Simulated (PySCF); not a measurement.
Potential energy of AsO along the bond

Set-up: PySCF, no relativity, basis sets As def2-TZVPP, O def2-TZVPP. Energies in eV from As + O in their ground configurations at the same level. State: ²Π (doublet), unpaired electrons π ↑.

| R (Å) | UHF-CCSD | revPBE | UHF |
| --- | --- | --- | --- |
| 1.392 |  | -2.795 | 0.508 |
| 1.457 | -3.310 | -4.020 | -0.520 |
| 1.522 | -3.930 | -4.733 | -1.017 |
| 1.570 | -4.147 | -5.021 | -1.134 |
| 1.619 | -4.208 | -5.152 | -1.089 |
| 1.668 | -4.149 | -5.163 | -0.919 |
| 1.732 | -3.933 | -5.037 | -0.554 |
| 1.813 | -3.518 | -4.728 | 0.053 |
| 1.910 | -2.900 | -4.224 | 0.898 |
| 2.040 |  | -3.469 | 2.070 |

Q: Put a parabola through the three lowest points of the UHF-CCSD curve and estimate Re, k and ωe (reduced mass 13.18 u; 1 eV/Å² = 0.16022 mdyn/Å; ωe = 1302.8·√(k/μ) cm⁻¹).

A: Through R = 1.57, 1.619, 1.668 Å the second-order coefficient is 25.0 eV/Å², so Re ≈ 1.619 Å, k ≈ 8.01 mdyn/Å and ωe ≈ 1015 cm⁻¹. A polynomial fit of higher order to the unrounded UHF-CCSD energies gives Re = 1.617 Å, k = 8.18 mdyn/Å, ωe = 1026 cm⁻¹; anharmonicity and rounding make the difference.

The higher-order fit for each curve: UHF-CCSD: Re = 1.617 Å, ωe = 1026 cm⁻¹, De = 4.21 eV; revPBE: Re = 1.648 Å, ωe = 947 cm⁻¹, De = 5.17 eV; UHF: Re = 1.579 Å, ωe = 1161 cm⁻¹, De = 1.14 eV.

Correlated steps freeze 10 core orbitals. ⟨S²⟩ of the unrestricted solution departs from its pure value on part of the curve, where spin states mix. Spin–orbit coupling is left out. The state was picked by a PBE0 search and need not be the measured ground state.
